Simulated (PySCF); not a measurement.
# Working out the ionisation energy of Rh

Rh [Kr] 4d8 5s1 (4F) → Rh⁺ [Kr] 4d8 (3F). Calculation: PySCF 2.14, in aug-cc-pVDZ-PP with ECP28MDF; scalar relativity through the core potential. Frozen: 4s2 4p6. Energies in hartree (1 hartree = 27.21139 eV):

| part | Rh (lower) | Rh⁺ (upper) |
| --- | --- | --- |
| UHF | -109.387054 | -109.155022 |
| MP2 opposite-spin | -0.126344 | -0.109012 |
| MP2 same-spin | -0.080885 | -0.064027 |

What does Hartree-Fock give?

(-109.155022) − (-109.387054) = 0.232032 hartree = 6.314 eV.

What do MP2 and SCS-MP2 (6/5 opposite-spin, 1/3 same-spin) give?

The opposite-spin parts differ by 0.472 eV and the same-spin parts by 0.459 eV. MP2: 6.314 + (0.472) + (0.459) = 7.245 eV. SCS-MP2: 6.314 + 1.2 × (0.472) + (0.459)/3 = 7.033 eV.

Measured between the centres of the two terms (NIST): 7.479 eV, so MP2 (valence) is off by -0.234 eV.

A double-zeta basis recovers only part of the correlation energy.

What remains against the reference includes basis incompleteness, the frozen core and correlation beyond second order.
